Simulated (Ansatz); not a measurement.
Consider the substitution at a C–B bond: `C[BH][GaH][CH3]` + `[NH2][InH2]` → `C[NH][InH2]` + `[BH2][GaH][CH3]`.

Calculated with Ansatz (gas phase, PBE0-D4/def2-TZVP geometries, no zero-point term in ΔE). CBS: MP2 limit from def2 TZ/QZ plus the TZ coupled-cluster correction, frozen cores. DFT in def2-TZVPP. B3LYP here is the variant with VWN-RPA as its local correlation; programs differ in this. def2 core potentials past Kr. For Ga, In outer-core shells are correlated without core-valence functions, which leaves a few kJ/mol of doubt a bond. Scalar relativity is left out up to krypton. Each species was taken in one conformer, which may not be the lowest.

```csv
level,ΔE (kJ/mol)
PBE-D4,90.0
B3LYP-D4,86.9
```

Question: What does CCSD(T)/CBS give? (Best estimate.)

Answer: The calculation gave: +87.8 kJ/mol. The listed levels differ from it by 2.2, -0.9 kJ/mol.

Largest T1 diagnostic among the species: 0.016.

In def2-TZVPP, CCSD(T) changes the Hartree–Fock value by +4.2 kJ/mol (the triples alone add +0.1 kJ/mol) and MP2 by +7.9 kJ/mol.
